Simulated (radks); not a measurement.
The rhenium anion Re- inside a hard spherical wall (all orbitals vanish at R), configuration held at [Xe] 4f14 5d6 6s2 and not refilled when levels cross. All-electron calculation, scalar-relativistic Kohn-Sham, LDA (Slater exchange, Perdew-Wang correlation), spin-polarised, spherical densities, point nucleus; open shells are filled with parallel spins first (spin-orbit coupling, left out, can overturn this in heavy ions). Program: a radial shooting solver on a logarithmic mesh with Libxc functionals. Eigenvalues in eV for spin up, with the zero of energy where the potential of the charges vanishes at infinity; a dash marks a level that is unbound or too diffuse for the functional's potential to be trusted. A positive occupied level is held by the wall or, in an anion where self-interaction has pushed it up, behind a barrier. The pressure on the wall is -dE/dV.

R (bohr)	E (hartree)	kinetic (hartree)	e(5p)	e(4f)	e(6s)	e(5d)	e(7s, empty)	e(6p, empty)	pressure (GPa)
20	-16682.7362	18434.876	-40.795	-35.341	-1.086	0.163	-	-	0.00384
15	-16682.7343	18434.856	-40.082	-34.651	-0.575	0.809	2.953	2.680	0.00310
10	-16682.7294	18434.876	-39.580	-34.160	-0.210	1.268	5.546	3.569	0.0730
8	-16682.7146	18434.952	-38.900	-33.480	0.318	1.883	8.819	4.584	0.548
7	-16682.6905	18435.068	-38.147	-32.715	0.935	2.555	12.124	5.638	1.76
6	-16682.6282	18435.349	-36.741	-31.257	2.170	3.802	18.039	7.602	6.42
5	-16682.4499	18436.082	-33.975	-28.311	4.916	6.286	29.715	11.710	27.8
3	-16679.3995	18446.944	-15.597	-6.947	35.318	25.903	128.40	52.924	1310
